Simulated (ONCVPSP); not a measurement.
# Lu: ONCV pseudisation with BLYP, non-relativistic reference atom.

Lu (Z = 71), optimised norm-conserving Vanderbilt (ONCV), made with ONCVPSP 4.0.1 (BLYP, non-relativistic). Core [Kr] 4d10, reference 4f14 5s2 5p6 5d1 6s0.5 (charge +1.5). Waves: 5s+6s: rc 2.15 bohr, ncon 4, nbas 9, qcut 7.3 1/bohr, 2 projectors; 5p: rc 1.85 bohr, ncon 4, nbas 8, qcut 7.2 1/bohr, 1 projector; 5d: rc 2.05 bohr, ncon 5, nbas 8, qcut 5 1/bohr, 2 projectors, debl 3 Ha; 4f: rc 0.95 bohr, ncon 3, nbas 8, qcut 21.4 1/bohr, 2 projectors, debl 1.4 Ha. Local part: polynomial inside 0.80 bohr (lpopt 5, dvloc0 0 Ha). Core correction: Teter function, fcfact 4, rcfact 1.2.

Problem. Does the generator finish with these settings?

Solution. Yes, a potential is produced and its reference levels are reproduced.

Problem. Estimate the cutoffs (Ha) at which the residual kinetic energy of the hardest occupied pseudo-wave falls to 1 and 0.1 mHa per electron.

Solution. 170 Ha and 188 Ha.

Problem. Does the potential have ghost states?

Solution. Ghosts flagged at negative energy: s at -399.6 eV, p at -122.8 eV; GHOST(+) flagged for d at 230.2 eV. A true bound ghost makes a file unfit for plane-wave use.

Problem. Which valence shell sets the plane-wave cutoff?

Solution. 4f: 170 Ha for 1 mHa per electron, against 17 Ha for 5p.

Its largest configuration-test error is -0.5 meV (4f14 5s2 5p6 5d1 6s2). 1 of 4 tests not solved or not reliable.
